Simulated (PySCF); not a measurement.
# Stretching one bond of BClHN

All numbers below are calculated, not measured. They come from PySCF 2.14.0, an open-source quantum chemistry program, on an isolated molecule that a program drew, which may never have been made. The molecule is BClHN (charge 0, singlet), drawn as the SMILES string `N=BCl`.

The structure below is the HF double-zeta minimum with every atom moved a little at random, so it isn't optimised. Bond B2-Cl3 is then set to each length in the table by shifting atom 3 along it, with nothing else relaxed.
```xyz
4
BClHN, angstrom
N    -0.7222    2.5179   -2.1366
B     0.4671    2.7100   -2.3380
Cl    2.1301    2.9833   -2.6203
H    -1.6804    2.3590   -1.9763
```

E is the energy above the same method's energy at the HF double-zeta minimum. IE is the energy to remove one electron at fixed geometry, to the doublet state of charge +1, as a difference of total energies. The basis family is cc-pV(n+d)Z, with UHF for radicals and no spin-orbit coupling. Best is HF at quadruple zeta, plus MP2 correlation extrapolated from triple and quadruple zeta, plus CCSD(T) minus MP2 at triple zeta, with a frozen core. The other columns are at triple zeta.

```
bond (Å)  E B3LYP (kcal/mol)  E wB97X (kcal/mol)  E CCSD(T) (kcal/mol)  E best (kcal/mol)  IE B3LYP (eV)  IE wB97X (eV)  IE CCSD(T) (eV)  IE best (eV)     T1
  1.5618                7.66                7.69                  8.71               7.96         10.586         10.612           10.666        10.857  0.013
  1.6318                1.65                1.61                  2.10               1.76         10.738         10.792           10.844        11.032  0.013
  1.6808                0.13                0.10                  0.28               0.16         10.835         10.911           10.960        11.147  0.013
  1.7088                   ?                   ?                     ?                  ?              ?              ?                ?             ?      ?
  1.8248                4.11                4.39                  3.84               4.16         11.071         11.223           11.257        11.442  0.013
```

T1 is the CCSD diagnostic of the starting molecule.

**Estimate the best E and IE at 1.7088 Å from the other rows.**

A cubic in the inverse of the bond length through the other values of E best gives 0.05 kcal/mol there. A least-squares quadratic in the bond length through IE best gives 11.209 eV. The calculation gives 0.05 kcal/mol and 11.209 eV, so the fits miss by 0.00 kcal/mol and 0.000 eV. The same recipe one zeta lower moves these two values by 0.01 kcal/mol and 0.10 eV, a gauge of their own error. The rest of the row: E is 0.04 (B3LYP), 0.04 (wB97X), 0.07 (CCSD(T)); IE is 10.886 (B3LYP), 10.976 (wB97X), 11.023 (CCSD(T)); T1 is 0.013.
